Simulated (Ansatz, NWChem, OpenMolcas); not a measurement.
# How basis sets differ on TlCl (SMILES [Cl][Tl])

The species is TlCl (2 atoms), meant as a singlet with charge 0. As SMILES, `[Cl][Tl]`. The bond length is the measured one.

| atom | x (Å) | y (Å) | z (Å) |
| --- | --- | --- | --- |
| Cl | 0.0000 | 0.0000 | 0.0000 |
| Tl | 0.0000 | 0.0000 | 2.4848 |

Quantity: the dipole moment, in D. The values are calculated.

| level | kind | program | value (D) | CPU time |
| --- | --- | --- | --- | --- |
| PBE0/def2-SVP (core potential) | global hybrid | Ansatz | 3.93 | 3 s |
| PBE0/def2-TZVP (core potential) | global hybrid | NWChem | 4.38 | 26 s |
| PBE0/def2-TZVPP (core potential) | global hybrid | OpenMolcas | 4.37 | 14 s |
| PBE0/def2-QZVPD (core potential) | global hybrid | NWChem | 4.44 | 2.9 min |

The values span 3.93 to 4.44 D. CPU times are rough (shared hosts, several kinds of processor): they show what a rung costs within a factor of a few.
